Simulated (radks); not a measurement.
The numbers below are computed, except where a source is named.
Exchange energies: the exact (Fock) value of the Kohn-Sham orbitals and density-functional approximations, as 100 (|E| - |E exact|)/|E exact|, negative where the magnitude is too small. Species: Xe3+ [Kr] 4d10 5s2 5p3; Sb [Kr] 4d10 5s2 5p3; Ba [Xe] 6s2. Code: a radial shooting solver on a logarithmic mesh with Libxc functionals. Model: non-relativistic Kohn-Sham, exchange-only PBE, spin-polarised, spherical densities, point nucleus. Every spin shell is full or empty, so the densities are truly spherical. Functionals are evaluated on that one density, not self-consistently.

functional           Xe3+        Sb        Ba
exact (hartree)  -178.117  -163.701  -189.013
LDA                 -4.73     -4.82     -4.65
revPBE              -0.30     -0.30     -0.29
PW91                -0.02     -0.01     0.00
PW86                -0.24     -0.20     -0.23
SOGGA               -2.23     -2.27     -2.19
G96                 +0.35     +0.34     +0.36
EV93                -0.34     -0.32     -0.37
APBE                +0.28     +0.30     +0.29
revTPSS             -0.94     -0.93     -0.94
SCAN                +0.14     +0.16     +0.13
MS2                 -0.61     -0.60     -0.62
Tao-Mo              -0.83     -0.81     -0.83
TASK                -2.20     -2.23     -2.22
